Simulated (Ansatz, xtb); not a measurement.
Two isomers of C5H6Cl2O

Structure I is `CC(=O)/C(Cl)=C(/C)Cl`, a singlet and structure II is `C=C(Cl)/C(Cl)=C(\C)O`, a singlet. Both are isolated molecules in the gas phase, relaxed with B3LYP-D3(BJ)/def2-SVP; the shapes shown needn't be the lowest conformers.

I (Å):

```csv
atom,x (Å),y (Å),z (Å)
C,0.5565,1.5912,-1.9685
C,-0.4362,0.4974,-1.6302
C,-0.5622,0.0878,-0.1839
C,-1.3797,-0.8669,0.3267
C,-1.4900,-1.2594,1.7668
Cl,0.4808,0.9646,0.9388
Cl,-2.4484,-1.7902,-0.6864
O,-1.1064,-0.0306,-2.4903
H,0.3134,2.5233,-1.4353
H,1.5755,1.3091,-1.6619
H,0.5207,1.7568,-3.0522
H,-2.5270,-1.1139,2.1095
H,-1.2655,-2.3329,1.8736
H,-0.8123,-0.6806,2.4028
```

II (Å):

```yaml
atoms:
  - { symbol: C, position_ang: [0.6711, -1.3568, -1.2172] }
  - { symbol: C, position_ang: [0.3947, -0.0616, -1.4172] }
  - { symbol: C, position_ang: [-0.0673, 0.8706, -0.3915] }
  - { symbol: C, position_ang: [-1.1332, 0.7095, 0.4345] }
  - { symbol: C, position_ang: [-2.0859, -0.4434, 0.4024] }
  - { symbol: Cl, position_ang: [0.5620, 0.6243, -3.0343] }
  - { symbol: Cl, position_ang: [0.8627, 2.3730, -0.2308] }
  - { symbol: O, position_ang: [-1.4569, 1.6114, 1.3774] }
  - { symbol: H, position_ang: [0.6272, -1.7714, -0.2085] }
  - { symbol: H, position_ang: [0.9391, -2.0152, -2.0449] }
  - { symbol: H, position_ang: [-1.9454, -1.0700, -0.4845] }
  - { symbol: H, position_ang: [-3.1142, -0.0494, 0.4210] }
  - { symbol: H, position_ang: [-1.9611, -1.0658, 1.3039] }
  - { symbol: H, position_ang: [-0.8101, 2.3387, 1.3388] }
```

Quicker runs give these differences E(II) − E(I): GFN2-xTB +0.319 eV; HF/STO-3G +0.539 eV (at GFN2-xTB geometries); r2SCAN-D4/def2-SVP +0.355 eV (at GFN2-xTB geometries).

Estimate E(II) − E(I) at the level CCSD(T)/def2-SVP + ΔMP2/def2-TZVPP.

Calculated at CCSD(T)/def2-SVP + ΔMP2/def2-TZVPP: E(II) − E(I) = +0.220 eV, so structure I lies lower.

Level by level:

```
                             level               geometry  E(II) − E(I) (eV)  departure from the last row (eV)  job, with rough time for the two
                          GFN2-xTB               GFN2-xTB              +0.319                            +0.099              optimisation, 0.47 s
                         HF/STO-3G               GFN2-xTB              +0.539                            +0.319              single point, 0.84 s
                r2SCAN-D4/def2-SVP               GFN2-xTB              +0.355                            +0.135                single point, 11 s
             B3LYP-D3(BJ)/def2-SVP  B3LYP-D3(BJ)/def2-SVP              +0.344                            +0.123             optimisation, 3.2 min
                       HF/def2-SVP  B3LYP-D3(BJ)/def2-SVP              +0.369                            +0.149           part of the CCSD(T) run
                      MP2/def2-SVP  B3LYP-D3(BJ)/def2-SVP              +0.397                            +0.176           part of the CCSD(T) run
                  CCSD(T)/def2-SVP  B3LYP-D3(BJ)/def2-SVP              +0.394                            +0.174                      single point
CCSD(T)/def2-SVP + ΔMP2/def2-TZVPP  B3LYP-D3(BJ)/def2-SVP              +0.220                                                 single point, 4 min
```

As drawn, II has 1 C=C, 1 C–O, 1 O–H in place of 1 C–C, 1 C=O, 1 C–H.

None of the levels shown reverses the order. The largest departure from CCSD(T)/def2-SVP + ΔMP2/def2-TZVPP is that of HF/STO-3G, 0.319 eV. The last row adds to CCSD(T) the change of the MP2 difference between the two basis sets, here −0.174 eV, a large step that makes the value less sure.

With thermal terms from frequencies at re-optimised GFN2-xTB minima (ideal gas, soft modes damped towards free rotors, one conformer each, 298.15 K, 1 atm): on the last row, ΔE + ΔZPE = +0.220, ΔH = +0.208, ΔG = +0.246 eV.

The correlated steps freeze 16 core orbitals. Programs: Ansatz 0.2.0, xtb 6.7.1; the last row on 2 threads of Arm Neoverse V1 on a shared host.
